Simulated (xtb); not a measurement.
xtb input:

```bash
xtb mol.xyz --gfn 2 --sp --chrg 0 --uhf 0
```
mol.xyz:
```
6

Ta     0.01867734     0.00040845     0.00123269
H     -0.87375199    -0.63701980     1.37772159
H     -0.86491936     1.41459146     0.56409135
H     -0.72092265    -1.44927207    -0.66875596
H     -0.71209002     0.60233918    -1.48238620
H      1.80823832     0.03954417     0.11934263
```

### Question
Predict the final energy.

### Answer
-4.34631 Eh (GFN2-xTB).
